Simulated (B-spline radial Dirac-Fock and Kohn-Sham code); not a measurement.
# K-line shifts caused by a second vacancy in Mo

System: the Mo atom, configuration [Kr] 4d5 5s1.

The computed values come from a radial B-spline solver: multi-electron Dirac-Fock with separately optimised hole states, Breit and Lamb-shift corrections added in first order. Each two-hole energy is an average over J within one jj subconfiguration, not an observable level; in light atoms, where LS coupling holds, the j-resolved values are not observed lines, and for a K spectator the Kα1 hypersatellite is nearly forbidden. No correlation.

Lines without a spectator: Kα2 (K-L2) 17372.9 eV, Kα1 (K-L3) 17477.8 eV, Kβ3 (K-M2) 19585.5 eV, Kβ1 (K-M3) 19603.3 eV. Shifts in eV with one spectator hole (a dash: not computed, or left out as unreliable):

| spectator hole | Kα2 | Kα1 | Kβ3 | Kβ1 |
| --- | --- | --- | --- | --- |
| K (1s) | +467.2 | +477.4 | +592.2 | +594.2 |
| L2 (2p1/2) | +49.0 | +61.0 | – | +131.8 |
| L3 (2p3/2) | +50.8 | +50.0 | +120.8 | – |
| M2 (3p1/2) | – | +6.00 | +13.85 | +17.15 |
| M3 (3p3/2) | +4.77 | – | +15.12 | +14.52 |
| M4 (3d3/2) | +0.34 | -1.67 | – | – |
| M5 (3d5/2) | -1.95 | -0.56 | – | – |

With n spectator holes in 2p, averaged over the 2p shell (energies in eV):

```csv
n,KαLⁿ,step,hypersatellite KαʰLⁿ
0,17442.8,–,17916.7
1,17495.8,+53.1,17971.1
2,17550.1,+54.2,18026.7
3,17605.5,+55.4,18083.4
4,17662.0,+56.6,18141.4
5,17719.8,+57.8,18200.5
```
